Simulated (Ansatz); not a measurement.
Reaction (atomization): `[CH3][GeH][OH]`• → C• + Ge• + 5 H• + O•

Computed with Ansatz on PBE0-D4/def2-TZVP structures; ΔE is electronic, products minus reactants. CBS: MP2 limit from def2 TZ/QZ plus the TZ coupled-cluster correction, frozen cores. This one scheme is used for every species, atoms too. Functionals use def2-TZVPP. B3LYP here is the variant with VWN-RPA as its local correlation; programs differ in this. HSE06 is defined as in plane-wave codes. Open shells (•) are unrestricted, without spin–orbit coupling. Spin–orbit coupling would lower the free atoms: a little for C, O; clearly for Ge. For Ge outer-core shells are correlated without core-valence functions, so the limit isn't a true one: a few kJ/mol of doubt a bond, and 10 to 20 or more in all where bonds break to atoms. Scalar relativity is left out up to krypton. One conformer a species, not always the lowest.

```
             level  ΔE (kJ/mol)  difference from CCSD(T)/CBS
       LDA (SPW92)       3031.2                        373.6
            PBE-D4       2685.3                         27.7
         revPBE-D4       2621.9                        -35.7
           BLYP-D4       2641.7                        -15.9
         r2SCAN-D4       2666.0                          8.4
           PBE0-D4       2637.4                        -20.2
          B3LYP-D4       2644.5                        -13.1
        r2SCANh-D4       2647.6                        -10.0
        r2SCAN0-D4       2621.6                        -36.0
          HSE06-D4       2639.1                        -18.5
          BHLYP-D4       2567.3                        -90.3
      CAM-B3LYP-D4       2658.6                          1.0
           ωB97M-V       2646.6                        -11.0
            B2PLYP       2623.3                        -34.3
          PBE-QIDH       2627.5                        -30.1
               PBE       2673.6                         16.0
            revPBE       2585.5                        -72.1
              BLYP       2615.7                        -41.9
            r2SCAN       2663.3                          5.7
              PBE0       2627.7                        -29.9
             B3LYP       2625.6                        -32.0
           r2SCANh       2644.7                        -12.9
           r2SCAN0       2618.4                        -39.2
             HSE06       2630.1                        -27.5
         CAM-B3LYP       2648.8                         -8.8
           LC-ωPBE       2635.3                        -22.3
       HF/def2-SVP       1904.7                       -752.9
      MP2/def2-SVP       2504.4                       -153.2
     CCSD/def2-SVP       2461.2                       -196.4
     HF/def2-TZVPP       1911.3                       -746.3
    MP2/def2-TZVPP       2625.6                        -32.0
SCS-MP2/def2-TZVPP       2617.5                        -40.1
   CCSD/def2-TZVPP       2564.2                        -93.4
CCSD(T)/def2-TZVPP       2600.1                        -57.5
     HF/def2-QZVPP       1914.0                       -743.6
    MP2/def2-QZVPP       2659.5                          1.9
SCS-MP2/def2-QZVPP       2657.6                          0.0
      HF/CBS(def2)       1914.4                       -743.2
     MP2/CBS(def2)       2683.2                         25.6
    CCSD/CBS(def2)       2621.8                        -35.8
       CCSD(T)/CBS       2657.6                            0
```

Largest T1 diagnostic among the species: 0.013.

From BLYP to BHLYP (50 % exact exchange), in def2-TZVPP and without D4, ΔE moves by −62.9 kJ/mol: exact exchange takes away binding that semilocal exchange gives to molecules. Leaving LDA and LC-ωPBE aside and taking each functional with its dispersion term where it has one, the values spread over 118.0 kJ/mol, from BHLYP-D4 to PBE-D4. LDA lies +357.6 kJ/mol from PBE without D4, its usual overbinding. At CCSD(T), def2-SVP lies −173.5 kJ/mol from the extrapolated value and def2-TZVPP −57.5 kJ/mol: correlation converges slowly with the basis, and small sets miss more of it in the bonded molecule than in its fragments.

For atomizations the MP2-based limit and the directly extrapolated one differ by several kJ/mol either way, and by 10 to 25 for some Ge, Se and Sn compounds, so smaller differences from it don't rank the levels.
